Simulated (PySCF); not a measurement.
# `C[C@H](S)[C@H]1C[C@@H]1C#N`, C6H9NS

Molfile (atoms numbered from 1):
```
C6H9NS
     RDKit          3D

 17 17  0  0  0  0  0  0  0  0999 V2000
   -1.7383   -0.8419   -0.7488 C   0  0  0  0  0  0  0  0  0  0  0  0
   -0.9701   -0.3334    0.4606 C   0  0  2  0  0  0  0  0  0  0  0  0
   -2.0491    0.7127    1.5283 S   0  0  0  0  0  0  0  0  0  0  0  0
    0.2601    0.4400    0.0707 C   0  0  1  0  0  0  0  0  0  0  0  0
    1.3812    0.6326    1.0363 C   0  0  0  0  0  0  0  0  0  0  0  0
    1.5634   -0.3081   -0.1307 C   0  0  2  0  0  0  0  0  0  0  0  0
    2.3994    0.0828   -1.2082 C   0  0  0  0  0  0  0  0  0  0  0  0
    3.0605    0.4095   -2.0841 N   0  0  0  0  0  0  0  0  0  0  0  0
   -1.1146   -1.5230   -1.3249 H   0  0  0  0  0  0  0  0  0  0  0  0
   -2.6357   -1.3692   -0.4350 H   0  0  0  0  0  0  0  0  0  0  0  0
   -2.0301   -0.0139   -1.3930 H   0  0  0  0  0  0  0  0  0  0  0  0
   -0.7032   -1.1644    1.1188 H   0  0  0  0  0  0  0  0  0  0  0  0
   -2.2822    1.6512    0.6132 H   0  0  0  0  0  0  0  0  0  0  0  0
    0.0640    1.2516   -0.6222 H   0  0  0  0  0  0  0  0  0  0  0  0
    1.2925    0.1910    2.0176 H   0  0  0  0  0  0  0  0  0  0  0  0
    1.9201    1.5680    1.0221 H   0  0  0  0  0  0  0  0  0  0  0  0
    1.5753   -1.3734    0.0695 H   0  0  0  0  0  0  0  0  0  0  0  0
  1  2  1  0
  2  3  1  0
  2  4  1  0
  4  5  1  0
  5  6  1  0
  6  7  1  0
  7  8  3  0
  6  4  1  0
  1  9  1  0
  1 10  1  0
  1 11  1  0
  2 12  1  1
  3 13  1  0
  4 14  1  6
  5 15  1  0
  5 16  1  0
  6 17  1  1
M  END
```

The calculation used TDDFT PBE0/def2-SVPD circular dichroism and optical rotation, one conformer, gas phase (PySCF 2.14.0). Geometry: GFN2-xTB.

The molecule is flexible and this is one conformer; a measurement averages over conformers. States above about 7.2 eV (minus the energy of the highest occupied orbital) lie near or above the ionisation threshold and depend on the basis. Singlets 8 and 9 lie within 0.01 eV of each other, so their separate moments and overlaps can depend on how they mix.

**Question.** Draw the ECD and absorption spectra from the lowest 12 states, each a Gaussian of half-width 0.2 eV at 1/e height.

**Answer.** 
```
E (eV)  λ (nm)  Δε (L mol⁻¹ cm⁻¹)  ε (L mol⁻¹ cm⁻¹)
  5.05     246              -0.01             0.295
  5.15     241              -0.08               2.8
  5.25     236              -0.47              16.1
  5.35     232              -1.65              56.3
  5.45     228              -3.50               119
  5.55     223              -4.50               153
  5.65     219              -3.50               120
  5.75     216              -1.66              71.7
  5.85     212              -0.54               139
  5.95     208              -0.39               604
  6.05     205              -0.85              1780
  6.15     202              -1.00              3260
  6.25     198              +0.96              3810
  6.35     195              +5.62              3190
  6.45     192              +9.63              2290
  6.55     189              +8.85              1540
  6.65     186              +4.30              1080
  6.75     184              -0.02              1200
  6.85     181              -2.00              1600
  6.95     178              -1.14              1650
  7.05     176              +1.99              1500
  7.15     173              +5.92              1770
  7.25     171              +9.82              2810
  7.35     169             +14.53              5140
  7.45     166             +18.35              8880
  7.55     164             +13.78             12300
```
Δε uses R in velocity form, ε uses f in length form. Only the states computed contribute, so the short-wavelength end is incomplete.
